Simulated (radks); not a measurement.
Cu V, 25 electrons, occupied as [Ar] 3d6 4p1 (not the ground configuration). Method: scalar-relativistic Kohn-Sham, r2SCAN, spin-unpolarised, spherical densities, finite nucleus; meta-GGA in the generalised Kohn-Sham scheme; Fermi nuclear charge, rms radius 3.8823 fm; computed with a radial shooting solver on a logarithmic mesh with Libxc functionals.

Radial electron density D(r) = 4 pi r^2 rho(r):

| r (bohr) | D(r) (e/bohr) |
|---|---|
| 0.002935 | 1.719 |
| 0.003791 | 2.697 |
| 0.004936 | 4.229 |
| 0.006428 | 6.498 |
| 0.00837 | 9.729 |
| 0.0109 | 14.08 |
| 0.01408 | 19.34 |
| 0.01833 | 25.38 |
| 0.02387 | 31.02 |
| 0.03108 | 34.72 |
| 0.04047 | 35.08 |
| 0.05228 | 32.31 |
| 0.06808 | 28.80 |
| 0.08864 | 28.81 |
| 0.1154 | 34.06 |
| 0.1491 | 39.76 |
| 0.1942 | 38.31 |
| 0.2528 | 27.99 |
| 0.3292 | 18.37 |
| 0.4286 | 18.01 |
| 0.5537 | 21.50 |
| 0.721 | 19.04 |
| 0.9388 | 11.03 |
| 1.222 | 4.340 |
| 1.592 | 1.544 |
| 2.056 | 0.7697 |
| 2.677 | 0.3508 |
| 3.486 | 0.08551 |
| 4.54 | 0.008316 |
| 5.911 | 0.0002524 |

D(r) has 3 maxima, at r = 0.0365, 0.164, 0.586 bohr, and minima at 0.0780, 0.377 bohr, inside which lie 2.10, 10.79 electrons.
